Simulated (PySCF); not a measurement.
PySCF job for hexafluoroethane (C2F6), SMILES FC(F)(F)C(F)(F)F, PBE0-D3(BJ)/def2-SVP. Geometry optimised at PBE0-D3(BJ)/def2-SVP.

```python
import numpy as np
from pyscf import gto, scf, dft, df
from pyscf.hessian import thermo

mol = gto.M(
    atom='''
    F     1.07874425   -0.62281329    1.21806343
    C     0.00000000   -0.00000000    0.77083057
    F     0.00000000    1.24562656    1.21806344
    F    -1.07874425   -0.62281329    1.21806343
    C     0.00000000    0.00000000   -0.77083057
    F     1.07874425    0.62281329   -1.21806343
    F     0.00000000   -1.24562656   -1.21806344
    F    -1.07874425    0.62281329   -1.21806343
    ''',
    basis='def2-SVP',
    charge=0,
    spin=0,
    max_memory=1600,
    verbose=3,
)
mf = dft.RKS(mol, xc='pbe0').density_fit(auxbasis='def2-universal-jkfit')
mf.disp = 'd3bj'
mf.grids.level = 3
mf.conv_tol = 1e-11
mf.max_cycle = 100
mf.kernel()

# analytic Hessian; the response equations are solved on a coarser grid
h, args, fine = mf.Hessian(), (mf.mo_energy, mf.mo_coeff, mf.mo_occ), mf.grids
h.max_memory = max(150, 2.5e-5 * df.make_auxmol(mol, mf.with_df.auxbasis).nao * mol.nelec[0] * (mol.nelec[0] + mol.nao))  # MB; small integral blocks
h1ao = h.make_h1(mf.mo_coeff, mf.mo_occ)
mf.grids = dft.Grids(mol).set(level=1).build(with_non0tab=True)
mo1, mo_e1 = h.solve_mo1(*args, h1ao)
mf.grids = fine
hess = h.hess_elec(*args, mo1, mo_e1, h1ao) + h.hess_nuc()
if mf.do_disp():
    hess += h.get_dispersion()
for i in range(mol.natm):  # the analytic DFT Hessian lacks the response of the grid: restore translational invariance
    hess[i, i] -= hess[i].sum(axis=0)
hess = (hess + hess.transpose(1, 0, 3, 2)) / 2
vib = thermo.harmonic_analysis(mol, hess, imaginary_freq=False)
thermo.dump_normal_mode(mol, vib)
th = thermo.thermo(mf, vib['freq_au'][vib['freq_au'] > 0], 298.15, 101325)
thermo.dump_thermo(mol, th)
g0 = mf.nuc_grad_method().set(verbose=0).kernel()

# dipole derivatives [dipole axis, atom, xyz] from the same response
r, irp = mol.intor('int1e_r'), mol.intor('int1e_irp').reshape(3, 3, mol.nao, mol.nao)
sl, dm0, ok = mol.aoslice_by_atom(), np.array(mf.make_rdm1()), []
dmu = np.einsum('a,xt->xat', mol.atom_charges(), np.eye(3))
for a, (_, _, p0, p1) in enumerate(sl):
    dmu[:, a] += 2 * np.einsum('xtij,ij->xt', irp[:, :, :, p0:p1], dm0.reshape(-1, mol.nao, mol.nao).sum(0)[:, p0:p1])
    for u, c, occ, f in [(mo1, mf.mo_coeff, mf.mo_occ, 4)]:
        dmu[:, a] -= f * np.einsum('tui,xuv,vi->xt', u[a], r, c[:, occ > 0], optimize=True)
L = vib['norm_mode']
ir = 974.8801 * (np.einsum('xat,kat->kx', dmu, L) ** 2).sum(1)       # km/mol
apt = np.einsum('xax->a', dmu) / 3

# polarisability derivatives from nuclear gradients in small electric fields
h0, F = mf.get_hcore(), 0.005
def in_field(f, guess):
    m = mf.copy()
    m.verbose, m.conv_tol, m.conv_tol_grad = 0, 1e-11, 2e-7
    m.get_hcore = lambda *a: h0 + np.einsum('x,xij->ij', f, r)
    m.kernel(guess)
    ok.append(m.converged)
    dm = np.array(m.make_rdm1())
    g = m.nuc_grad_method().kernel() - np.outer(mol.atom_charges(), f)
    for a, (_, _, p0, p1) in enumerate(sl):
        g[a] -= 2 * np.einsum('x,xtij,ij->t', f, irp[:, :, :, p0:p1], dm[:, p0:p1])
    return g, -np.einsum('xij,ij->x', r, dm), dm
E = np.eye(3) * F
g0, _, dm0 = in_field(np.zeros(3), dm0)
gp = [in_field(e, dm0) for e in E]
gm = [in_field(-e, 2 * dm0 - p[2]) for e, p in zip(E, gp)]
alpha = np.array([(p[1] - q[1]) / (2 * F) for p, q in zip(gp, gm)])  # bohr^3
check = abs(np.array([-(p[0] - q[0]) / (2 * F) for p, q in zip(gp, gm)]) - dmu).max()
print('static polarisability / bohr^3:', alpha.round(3))
print('largest difference of analytic and finite-field dipole derivatives / e:', check)
da = np.zeros((3, 3, mol.natm, 3))
for x in range(3):
    da[x, x] = -(gp[x][0] + gm[x][0] - 2 * g0) / F**2
for x, y in ((0, 1), (0, 2), (1, 2)):
    up, down = in_field(E[x] + E[y], gp[x][2] + gp[y][2] - dm0), in_field(-E[x] - E[y], gm[x][2] + gm[y][2] - dm0)
    both = -(up[0] + down[0] - 2 * g0) / F**2
    da[x, y] = da[y, x] = (both - da[x, x] - da[y, y]) / 2
aq = np.einsum('xyat,kat->kxy', da, L) * 0.529177210903**2           # A^2/amu^1/2
a = np.einsum('kxx->k', aq) / 3
g2 = 1.5 * (aq**2).sum((1, 2)) - 4.5 * a**2
raman, depol = 45 * a**2 + 7 * g2, 3 * g2 / (45 * a**2 + 4 * g2 + 1e-12)
print('mode   freq/cm-1   IR/(km/mol)   Raman/(A^4/amu)   depolarisation')
for k, w in enumerate(vib['freq_wavenumber']):
    print(f'{k + 1:4d} {w:11.2f} {ir[k]:13.3f} {raman[k]:17.3f} {depol[k]:16.3f}')
print('max |gradient| / (hartree/bohr):', abs(g0).max())
print('APT charges:', apt.round(4))
```

Output:

```
converged SCF energy = -674.123947808535

WARN: DFTD3 does not support analytical Hessian, using finite difference


WARN: Mole.unit (angstrom) is changed to Bohr

Mode                                 0                   1                   2
Irrep
Freq [cm^-1]                       55.8177            213.6214            213.7073
Reduced mass [au]                  18.9984             18.6497             18.6499
Force const [Dyne/A]                0.0349              0.5014              0.5018
Char temp [K]                      80.3092            307.3536            307.4772
Normal mode                   x     y     z       x     y     z       x     y     z
       0   F                -0.05 -0.08  0.00   -0.01  0.01  0.11    0.00 -0.00 -0.06
       1   C                 0.00 -0.00 -0.00    0.04 -0.00  0.00    0.00  0.04 -0.00
       2   F                 0.09  0.00 -0.00   -0.00  0.00 -0.00   -0.00 -0.01  0.13
       3   F                -0.05  0.08 -0.00   -0.01 -0.01 -0.11   -0.01 -0.00 -0.07
       4   C                 0.00 -0.00  0.00    0.04 -0.00 -0.00    0.00  0.04 -0.00
       5   F                -0.05  0.08 -0.00   -0.01 -0.01 -0.11   -0.01 -0.00 -0.07
       6   F                 0.09 -0.00 -0.00   -0.00  0.00 -0.00   -0.00 -0.01  0.13
       7   F                -0.05 -0.08  0.00   -0.01  0.01  0.11    0.00 -0.00 -0.06
Mode                                 3                   4                   5
Irrep
Freq [cm^-1]                      354.5371            384.8546            384.8868
Reduced mass [au]                  18.6108             18.7322             18.7324
Force const [Dyne/A]                1.3783              1.6347              1.6350
Char temp [K]                     510.0999            553.7201            553.7664
Normal mode                   x     y     z       x     y     z       x     y     z
       0   F                -0.01  0.01  0.09   -0.04 -0.07  0.05   -0.02 -0.04 -0.08
       1   C                 0.00  0.00  0.04    0.00 -0.03  0.00   -0.03 -0.00  0.00
       2   F                 0.00 -0.02  0.09    0.00 -0.00 -0.10   -0.09 -0.00 -0.00
       3   F                 0.01  0.01  0.09    0.04 -0.07  0.05   -0.02  0.04  0.08
       4   C                -0.00 -0.00 -0.04   -0.00  0.03 -0.00    0.03  0.00 -0.00
       5   F                -0.01 -0.01 -0.09   -0.04  0.07 -0.05    0.02 -0.04 -0.08
       6   F                -0.00  0.02 -0.09   -0.00  0.00  0.10    0.09  0.00  0.00
       7   F                 0.01 -0.01 -0.09    0.04  0.07 -0.05    0.02  0.04  0.08
Mode                                 6                   7                   8
Irrep
Freq [cm^-1]                      532.2327            532.2458            631.5440
Reduced mass [au]                  18.2421             18.2419             17.9515
Force const [Dyne/A]                3.0446              3.0447              4.2185
Char temp [K]                     765.7644            765.7831            908.6513
Normal mode                   x     y     z       x     y     z       x     y     z
       0   F                -0.03  0.08 -0.00    0.08  0.06  0.00    0.07  0.02  0.02
       1   C                -0.05 -0.00  0.00    0.00 -0.05 -0.00   -0.00 -0.06 -0.00
       2   F                 0.10 -0.00 -0.00   -0.00 -0.08 -0.00    0.00 -0.10 -0.05
       3   F                -0.03 -0.08  0.00   -0.08  0.06  0.00   -0.07  0.02  0.02
       4   C                -0.05 -0.00 -0.00    0.00 -0.05 -0.00    0.00  0.06  0.00
       5   F                -0.03 -0.08  0.00   -0.08  0.06  0.00    0.07 -0.02 -0.02
       6   F                 0.10 -0.00 -0.00   -0.00 -0.08 -0.00   -0.00  0.10  0.05
       7   F                -0.03  0.08 -0.00    0.08  0.06  0.00   -0.07 -0.02 -0.02
Mode                                 9                  10                  11
Irrep
Freq [cm^-1]                      631.5534            729.6847            834.8620
Reduced mass [au]                  17.9515             17.0333             18.2366
Force const [Dyne/A]                4.2186              5.3434              7.4890
Char temp [K]                     908.6648           1049.8538           1201.1806
Normal mode                   x     y     z       x     y     z       x     y     z
       0   F                -0.06  0.07 -0.04    0.07 -0.04 -0.02    0.08 -0.04  0.01
       1   C                -0.06  0.00  0.00    0.00 -0.00  0.09   -0.00 -0.00  0.05
       2   F                 0.06  0.00  0.00   -0.00  0.08 -0.02   -0.00  0.09  0.01
       3   F                -0.06 -0.07  0.04   -0.07 -0.04 -0.02   -0.08 -0.04  0.01
       4   C                 0.06 -0.00  0.00   -0.00 -0.00  0.09   -0.00  0.00 -0.05
       5   F                 0.06  0.07 -0.04   -0.07 -0.04 -0.02    0.08  0.04 -0.01
       6   F                -0.06 -0.00 -0.00    0.00  0.08 -0.02   -0.00 -0.09 -0.01
       7   F                 0.06 -0.07  0.04    0.07 -0.04 -0.02   -0.08  0.04 -0.01
Mode                                12                  13                  14
Irrep
Freq [cm^-1]                     1165.3703           1299.6070           1299.6844
Reduced mass [au]                  13.9170             12.8483             12.8482
Force const [Dyne/A]               11.1358             12.7856             12.7870
Char temp [K]                    1676.7084           1869.8451           1869.9565
Normal mode                   x     y     z       x     y     z       x     y     z
       0   F                 0.04 -0.02  0.03   -0.02  0.02 -0.01    0.04 -0.02  0.01
       1   C                 0.00 -0.00 -0.16   -0.00 -0.19 -0.00   -0.19  0.00  0.00
       2   F                -0.00  0.05  0.03    0.00  0.05  0.01    0.01 -0.00 -0.00
       3   F                -0.04 -0.02  0.03    0.02  0.02 -0.01    0.04  0.02 -0.01
       4   C                 0.00 -0.00 -0.16    0.00  0.19  0.00    0.19 -0.00 -0.00
       5   F                -0.04 -0.02  0.03   -0.02 -0.02  0.01   -0.04 -0.02  0.01
       6   F                 0.00  0.05  0.03   -0.00 -0.05 -0.01   -0.01  0.00  0.00
       7   F                 0.04 -0.02  0.03    0.02 -0.02  0.01   -0.04  0.02 -0.01
Mode                                15                  16                  17
Irrep
Freq [cm^-1]                     1312.4804           1312.5194           1479.1916
Reduced mass [au]                  13.3760             13.3760             12.5059
Force const [Dyne/A]               13.5757             13.5765             16.1219
Char temp [K]                    1888.3671           1888.4232           2128.2273
Normal mode                   x     y     z       x     y     z       x     y     z
       0   F                -0.02  0.02 -0.01    0.05 -0.02  0.02   -0.02  0.01 -0.02
       1   C                 0.00 -0.17  0.00   -0.17 -0.00  0.00    0.00 -0.00  0.19
       2   F                -0.00  0.06  0.03    0.01  0.00  0.00   -0.00 -0.02 -0.02
       3   F                 0.02  0.02 -0.01    0.05  0.02 -0.02    0.02  0.01 -0.02
       4   C                 0.00 -0.17  0.00   -0.17 -0.00 -0.00   -0.00  0.00 -0.19
       5   F                 0.02  0.02 -0.01    0.05  0.02 -0.02   -0.02 -0.01  0.02
       6   F                -0.00  0.06  0.03    0.01  0.00  0.00   -0.00  0.02  0.02
       7   F                -0.02  0.02 -0.01    0.05 -0.02  0.02    0.02 -0.01  0.02
temperature 298.1500 [K]
pressure 101325.00 [Pa]
Rotational constants [GHz] 2.85741 1.85916 1.85916
Symmetry number 6
Zero-point energy (ZPE) 0.03046 [Eh]   79960.792 [J/mol]
                           tot       elec      trans        rot        vib
Entropy [J/mol/K]       332.158      0.000    170.198    101.744     60.216
Cv [J/mol/K]             94.955      0.000     12.472     12.472     70.012
Cp [J/mol/K]            103.270      0.000     20.786     12.472     70.012
Internal energy [J/mol]                      3718.434   3718.434  90029.507
Internal energy [Eh]   -674.08682  -674.12395
Enthalpy [J/mol]                             6197.391   3718.434  90029.507
Enthalpy [Eh]          -674.08588
Gibbs free energy [J/mol]                  -44547.180 -26616.511  72076.072
Gibbs free energy [Eh] -674.12360
static polarisability / bohr^3: [[22.369  0.    -0.   ]
 [-0.    22.369  0.   ]
 [-0.     0.    21.122]]
largest difference of analytic and finite-field dipole derivatives / e: 5.922621693343899e-05
mode   freq/cm-1   IR/(km/mol)   Raman/(A^4/amu)   depolarisation
   1       55.82         0.000             0.000            0.323
   2      213.62         3.225             0.000            0.706
   3      213.71         3.220             0.000            0.692
   4      354.54         0.000             1.100            0.355
   5      384.85         0.000             1.140            0.750
   6      384.89         0.000             1.140            0.750
   7      532.23         5.402             0.000            0.303
   8      532.25         5.404             0.000            0.673
   9      631.54         0.000             2.014            0.750
  10      631.55         0.000             2.014            0.750
  11      729.68        41.394             0.000            0.409
  12      834.86         0.000             6.627            0.029
  13     1165.37       312.469             0.000            0.712
  14     1299.61         0.000             0.937            0.750
  15     1299.68         0.000             0.938            0.750
  16     1312.48       591.690             0.000            0.505
  17     1312.52       591.689             0.000            0.519
  18     1479.19         0.000             2.162            0.260
max |gradient| / (hartree/bohr): 0.00011981759885885604
APT charges: [-0.5242  1.5725 -0.5242 -0.5242  1.5725 -0.5242 -0.5242 -0.5242]
```

Self-consistency was reached.

Cost: about 5 core-minutes (a rough figure).
